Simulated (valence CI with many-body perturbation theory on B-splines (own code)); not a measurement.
## La LIII in brief

Computed by valence CI with perturbative core correlation (CI+MBPT): three valence electrons over a frozen Dirac-Fock core [He], radial functions for each j: 9 s, 9 p, 8 d, 6 f, 3 g, 1 h, with the one-electron correlation potential Σ1 (screened to all orders), the two-electron term Σ2, the three-electron term Σ3, Breit, model QED; selected single and double excitations, second order for the rest, scaled by the run's own slope (own B-spline code, finite nucleus).

The last digits are not significant, and no measured levels were compared; by estimate large intervals hold to a few tenths of a per cent, small ones and those within an open d or f shell to about a per cent.

Levels are named by their leading jj configuration (3d3/2^4 stands for four electrons in 3d with j = 3/2), which in mixed levels can hold well under half, so a name can repeat and another be missing.

Rates and lifetimes use the calculated energies. Strong lines usually hold to 10 to 20 %, long lifetimes can be off by a factor of two.

Question: What is the ground level?

Answer: (2s^2 2p1/2) J=1/2, composition 100 % 2s²2p ²P°, g = 0.638.

Question: How well does LS coupling describe the low levels?

Answer: Among the lowest 20 levels the leading LS term, summed over configurations, holds 76 % on average. For single configurations the figures are 76 % in LS and 99 % in jj coupling. Terms mix most in the J = 3/2 level at 853.8 eV, where the leading one holds 47 %.

Question: Name the longest-lived excited levels whose lifetime is computed, and their main decay.

Answer: (2s^2 2p3/2) J=3/2 at 454.6 eV lives 639 ps, mostly by E1 to (2s 2p1/2^2) J=1/2; (2s 2p1/2 2p3/2) J=5/2 at 611.7 eV lives 213 ps, mostly by E1 to (2s^2 2p3/2) J=3/2; (2s 2p1/2 2p3/2) J=3/2 at 578.3 eV lives 149 ps, mostly by E1 to (2s^2 2p1/2) J=1/2.

Question: Where does the other parity begin?

Answer: At (2s 2p1/2^2) J=1/2, 177.5 eV.

Question: What is the ionisation energy?

Answer: 10422 eV; NIST lists 10426 ± 4 eV (theoretical).

Question: What are the static dipole polarisabilities of the lowest levels?

Answer: (2s^2 2p1/2) J=1/2 0.000532 bohr³, of which the core gives 7.24e-07.

Question: Among levels below 6447.3 eV, which E1 lines absorb most strongly from the ground level?

Answer: to (2s^2 3d3/2) J=3/2 at 0.2035 nm, f = 0.532; to (2s 2p1/2 3p1/2) J=3/2 at 0.2052 nm, f = 0.254; to (2s 2p1/2 3p3/2) J=3/2 at 0.2003 nm, f = 0.181.
